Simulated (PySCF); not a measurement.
Si(Cl)2(vinyl)(OH) (C2H4Cl2OSi), SMILES C=C[Si](O)(Cl)Cl. The structure is a stationary point at TPSSh-D3(BJ)/def2-SVP. Other conformers were not sampled.

Computed equilibrium geometry at TPSSh-D3(BJ)/def2-SVP (PySCF confirms it by a frequency run) as a Z-matrix, and its point group (one conformer of several):
point group Cs.
```
Si
O 1 1.6504
H 2 0.9676 1 117.87
C 1 1.8414 2 107.72 3 180.00
C 4 1.3424 1 121.83 2 0.00
H 5 1.0945 4 121.49 1 0.00
H 5 1.0953 6 116.69 4 180.00
H 4 1.0967 5 119.65 6 180.00
Cl 1 2.0711 2 110.57 3 58.45
Cl 1 2.0711 2 110.57 3 -58.45
```
